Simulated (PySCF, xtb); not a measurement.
C₂H₈BNO₂, SMILES COCB(N)O.

GFN2-xTB run with xtb at its own geometry gives an orbital gap of 6.88 eV and a dipole moment of 1.35 D.

Coordinates come from a B3LYP-D3(BJ)/def2-SVP optimisation. The structure was generated by enumeration, and PubChem lists no compound with its InChIKey, so it may never have been made. The values are those of a single conformer.

Q: What does PySCF with PBE/def2-TZVP give? (The exact figures need the calculation; the answer reports its results.)

A: gap 5.86 eV (levels -5.81 and 0.05 eV), dipole 1.22 D.
